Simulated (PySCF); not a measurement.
C4H4F2. Atoms are numbered in the order given.

```xyz
10

C     -2.6532     0.4464     0.0000
C     -1.5518    -0.5654     0.0000
C     -0.2672    -0.3011     0.0000
C      1.0088    -0.0300     0.0000
F      1.7501     0.1238     1.0786
F      1.7501     0.1238    -1.0786
H     -3.2970     0.3101    -0.8842
H     -2.2641     1.4730     0.0000
H     -3.2970     0.3101     0.8842
H     -1.8631    -1.6214     0.0000
```
Charge 0, spin multiplicity 1.

Geometry: PBE0-D3(BJ)/def2-SVP.

All values below come from SMD-PBE0/def2-SVP in PySCF.

Solvation free energies are E(SMD) − E(gas) at the gas-phase geometry, for 1 M in both phases. In vacuum the dipole moment is 2.36 D.

Question: Rank water, chloroform, toluene by solvation free energy, most negative first.

Answer: chloroform (-2.5 kcal/mol), toluene (-1.9 kcal/mol), water (1.9 kcal/mol)
